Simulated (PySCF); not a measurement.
Magnetic susceptibility: `C#CP[P@](=S)(CC)C(F)(F)F`, C₅H₇F₃P₂S

Geometry:
```csv
atom,x (Å),y (Å),z (Å)
C1,3.828,0.229,-0.826
C2,2.865,0.760,-0.340
P3,1.485,1.462,0.496
P4,0.052,0.263,-0.692
S5,0.069,0.237,-2.630
C6,-1.578,0.562,0.144
C7,-2.733,-0.034,-0.647
C8,0.489,-1.438,0.051
F9,-0.567,-2.257,0.086
F10,0.922,-1.308,1.318
F11,1.450,-2.051,-0.634
H12,4.655,-0.221,-1.292
H13,1.323,2.528,-0.406
H14,-1.527,0.161,1.161
H15,-1.681,1.651,0.209
H16,-2.679,-1.120,-0.658
H17,-2.701,0.320,-1.677
H18,-3.682,0.263,-0.206
```

Level of theory: PySCF, GIAO CAM-B3LYP/pcSseg-1 magnetisability, rotational g tensor and spin-rotation constants, non-relativistic, gas phase. Geometry: GFN2-xTB.

Task: What are the magnetisability and the molar susceptibility?

Result: Isotropic -2060 × 10⁻³⁰ J/T², or -124.1 × 10⁻⁶ cm³/mol; principal values -2110, -2090, -1980 × 10⁻³⁰ J/T², anisotropy 121 × 10⁻³⁰ J/T² (root of half the summed squared differences of the principal values). The susceptibility is in cgs units.

Task: Split it along the inertial axes a, b, c into diamagnetic and paramagnetic parts about the centre of mass, with the quadrupole moment.

Result: 
```
axis  χ (10⁻⁶ cm³/mol)  diamagnetic (10⁻⁶ cm³/mol)  paramagnetic (10⁻⁶ cm³/mol)  summed x² of all electrons (Å²)  quadrupole Θ (D Å)
   a            -127.0                     -1369.6                       1242.6                            315.1               +9.59
   b            -123.3                     -1920.8                       1797.4                            185.2               -6.73
   c            -121.9                     -2122.6                       2000.7                            137.6               -2.85
```
Anisotropies 2χaa − χbb − χcc = -8.7 and 2χbb − χaa − χcc = +2.2 × 10⁻⁶ cm³/mol. Θ is traceless in Buckingham's convention.

Task: And the rotational g tensor?

Result: 
```tsv
axis	rotational constant (GHz)	g	nuclear part	electronic part
a	0.8954	-0.0122	0.5105	-0.5227
b	0.6535	-0.0071	0.5448	-0.5519
c	0.5766	-0.0072	0.5347	-0.5419
```
Asymmetric top; isotopes 12C, 19F, 1H, 31P, 32S; no vibrational averaging.
